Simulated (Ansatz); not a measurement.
A run for Ansatz (a quantum-chemistry and plane-wave program): R-BLYP/def2-TZVPP on H6OSi2 (SMILES [SiH3]O[SiH3]).

Ansatz 0.2 input:
```yaml
crystal:
  periodic: [false, false, false]
  atoms:
    - {symbol: Si, position_ang: [1.54600040, -0.32250573, 0.04969831]}
    - {symbol: O, position_ang: [-0.01357430, -0.18105792, -0.42558390]}
    - {symbol: Si, position_ang: [-1.54805813, 0.29501397, -0.11431686]}
    - {symbol: H, position_ang: [2.30881521, -0.96400270, -1.04181038]}
    - {symbol: H, position_ang: [2.11480203, 1.01572250, 0.33461333]}
    - {symbol: H, position_ang: [1.63206672, -1.15434095, 1.27289395]}
    - {symbol: H, position_ang: [-2.06995094, -0.41560145, 1.07657350]}
    - {symbol: H, position_ang: [-2.38309722, -0.02775720, -1.29046550]}
    - {symbol: H, position_ang: [-1.58700376, 1.75452948, 0.13839756]}
basis:
  gaussian:
    orbitals: def2-TZVPP
hamiltonian:
  xc: {name: BLYP}
scf: {lower_state_search: off}
```

It printed:

```
WARN ansatz: RAYON_NUM_THREADS=4 ignored (pool sized by the plan → 4); use --threads N
Functional definition: BLYP
these checks for a lower state are left out or cut short: stability, starts, cluster_reference, orbital_swaps, neighbouring_geometries, increment
integrals: 0.11 GiB planned
1081 factors; their error is unknown
mean field: 0.78 GiB planned
mean field evaluation 1: about -17895.2630 eV, gradient 6.6e1 eV
mean field evaluation 2: about -17855.0673 eV, gradient 1.5e2 eV
mean field evaluation 4: about -17902.6330 eV, gradient 3.6e0 eV
mean field evaluation 8: about -17902.6337 eV, gradient 3.4e-2 eV
mean field -17902.63367420 eV, -657.9096526861 hartree, gradient 5.1e-6 eV, S^2 0.000000; 0 other end points of the search recorded, 0 dependent functions left out
reference -17902.63404483 eV, -657.9096663064 hartree; 21, 21 occupied and 178, 178 virtual orbitals, 1081 factors
Total energy: -17902.63404483 eV, -657.9096663064 hartree
Checks for a lower state left out: stability, starts, cluster_reference, orbital_swaps, neighbouring_geometries, increment
```

The run converged.

Cost: about 2.8 core-seconds (a rough figure).
